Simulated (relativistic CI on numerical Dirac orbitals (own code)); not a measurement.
Computed by Dirac-Coulomb-Breit CI, orbitals from a KLI potential per configuration, model QED, valence Slater integrals scaled by 0.85, P86 correlation energy added to each configuration (own radial code, finite nucleus).

CI space (outside the closed core [Ne]): 3s²3p², 3s3p³, 3s²3p4s, 3s²3p4p, 3s²3p5s, 3s²3p4d, 3s²3p5p, 3s²3p3d, 3s²3d², 3p⁴, 3s²4s², 3s²3p4f, 3s²3p6s, 3s²3p6p, 3s²3p5d, 3s²3p5f, 3s²3p5g, 3s²3p6d, 3s²4s4p, 3s3p²3d, 3s²3d4s, 3s²4p², 3s²3d4p. Levels of other configurations are missing.

Correlation outside the listed configurations is missing or only estimated: errors of thousands of cm⁻¹ between configurations and terms are usual at this charge. Rates and lifetimes follow the computed energies and can be off by large factors. The fine structure of a lone outer electron comes out too small, for d and f at times inverted, and misplaced configurations move strength between like terms. 41 of the 48 excited levels that our extract of the measured tables holds in this range could be paired (the sources list more); they are missed by 3630 cm⁻¹ on average and 4767 at most, and levels without a partner can miss by more.

Outline of the computed level scheme of Si I. Lowest level of each configuration: 3s²3p² ³P0 at 0.0000 eV; 3s3p³ ⁵S°2 at 3.8051 eV; 3s²3p4s ³P°0 at 5.3861 eV; 3s²3p4p ¹P1 at 6.3531 eV; 3s²3p3d ¹D°2 at 6.4794 eV; 3s²3p5s ³P°0 at 7.2346 eV; 3s²3p4d ³P°2 at 7.4814 eV; 3s²3p5p ¹P1 at 7.5770 eV.

Some strong electric-dipole decays among the lowest 45 levels: 3s²3p4s ¹P°1 → 3s²3p² ¹D2 (3.3e+08 s⁻¹); 3s²3p4s ³P°0 → 3s²3p² ³P1 (3.0e+08 s⁻¹); 3s²3p3d ¹F°3 → 3s²3p² ¹D2 (2.9e+08 s⁻¹); 3s²3p4s ³P°2 → 3s²3p² ³P2 (2.3e+08 s⁻¹); 3s²3p3d ³D°3 → 3s²3p² ³P2 (2.1e+08 s⁻¹); 3s²3p3d ³D°2 → 3s²3p² ³P1 (1.9e+08 s⁻¹); 3s²3p3d ¹P°1 → 3s²3p² ¹S0 (1.5e+08 s⁻¹); 3s²3p5s ¹P°1 → 3s²3p² ¹D2 (1.5e+08 s⁻¹).

Rates of lines that live on the mixing of spin multiplicities can be off by large factors.

LS names give the leading component of a level, which can be under half, so a name can repeat, a term be missing and a line seem to break the LS rules.
